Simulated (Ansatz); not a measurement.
System: GeCl (charge 0, doublet). 
Coordinates optimised at B3LYP-D3(BJ)/def2-TZVP (Ansatz, a program for electronic structure):
```
Ge
Cl 1 2.1967
```
Charge 0, spin multiplicity 2.

Basis-set convergence of Hartree-Fock and MP2 correlation energies (hartree) with Ansatz. Valence correlation only, unless marked. UHF or UKS for open shells. No spin-orbit coupling. The frozen core is the preceding noble-gas configuration, with the filled d and f shells of earlier blocks. Non-relativistic.

```
basis        functions        E(HF)  E(corr, MP2)
-----------  ---------  -----------  ------------
def2-SVPD           65  -2534.48382      -0.20177
def2-TZVPPD        105  -2534.89981      -0.25788
def2-QZVPPD        174  -2534.95366      -0.28169
```

Extrapolating the two largest sets (X = 3 and 4) as X^-3: E(corr) = (64·(-0.28169) - 27·(-0.25788))/37 = -0.2991 Eh, an estimate of the basis-set limit. The largest set recovers 94.2 % of it, the smallest 67.5 %.
